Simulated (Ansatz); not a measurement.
In₆N₆H₁₈, a cluster cut from wurtzite InN (hydrogen-capped), relaxed as a singlet with RKS PBE-D4/def2-SVP in Ansatz, starting from the GFN2-xTB geometry. Force threshold 0.03 eV/Å.

In the def2 sets In takes a core potential; there is no spin–orbit coupling.

Start:

```xyz
30

N     1.543   -1.521   -1.517
In    0.393    0.148   -2.343
In   -1.989   -1.846   -0.574
N    -1.542    0.019   -1.603
N     1.387    1.813   -1.327
In   -2.156    1.709   -0.377
In    1.375   -1.834    0.643
N    -0.641   -1.805    1.135
N     2.266    0.035    1.353
In    1.189    1.874    0.852
In   -1.220   -0.202    2.489
N    -0.812    1.593    1.330
H     1.099   -2.349   -1.922
H     2.511   -1.530   -1.843
H     0.651    0.253   -4.007
H    -1.284   -3.053   -1.610
H    -3.580   -1.789   -0.014
H    -2.169    0.035   -2.411
H     2.351    1.943   -1.636
H     0.871    2.639   -1.644
H    -1.562    3.087   -1.259
H    -3.736    1.450    0.154
H     2.336   -3.138    1.110
H    -0.833   -2.670    1.646
H     3.264    0.097    1.147
H     2.187   -0.027    2.372
H     2.018    3.210    1.465
H    -2.881   -0.305    2.772
H     0.047   -0.206    3.682
H    -1.082    2.370    1.938
```

| step | energy (eV) | largest force component (eV/Å) | SCF passes |
| --- | --- | --- | --- |
| 1 | -40262.8786 | 0.792 | 23 |
| 2 | -40263.3717 | 0.267 | 26 |
| 3 | -40263.4566 | 0.103 | 21 |
| 4 | -40263.4669 | 0.044 | 21 |
| 5 | -40263.4761 | 0.024 | 20 |
| 6 | -40263.4778 | 0.019 | 21 |

Force components are those of the run's own axes.

End:

Cartesian coordinates in Å:
```
N 1.462 -1.563 -1.519
In 0.380 0.157 -2.453
In -1.971 -1.969 -0.662
N -1.570 0.016 -1.603
N 1.301 1.854 -1.326
In -2.152 1.836 -0.448
In 1.411 -1.930 0.685
N -0.668 -1.811 1.144
N 2.204 0.025 1.425
In 1.225 1.967 0.905
In -1.146 -0.203 2.617
N -0.830 1.600 1.336
H 0.985 -2.392 -1.914
H 2.429 -1.618 -1.873
H 0.763 0.271 -4.146
H -1.120 -3.124 -1.710
H -3.641 -2.066 -0.178
H -2.224 0.030 -2.406
H 2.257 2.037 -1.666
H 0.747 2.675 -1.629
H -1.417 3.176 -1.356
H -3.820 1.722 0.033
H 2.491 -3.226 1.112
H -0.886 -2.678 1.666
H 3.223 0.082 1.277
H 2.086 -0.039 2.452
H 2.178 3.303 1.481
H -2.819 -0.309 3.085
H 0.248 -0.198 3.720
H -1.128 2.378 1.951
```

By distances, no bond broke or formed. The bond that changes most is In6–N12, from 2.17 to 2.23 Å (atoms count from 1).

The force fell under the threshold at step 5, but the optimiser went on. No frequencies were taken in this run, so the end may be a saddle point.

It took 23 s on 2 threads of AMD EPYC 7R13 on a shared host and a share (18 GiB) of an NVIDIA H100 80GB HBM3, peak host memory 1.1 GiB.
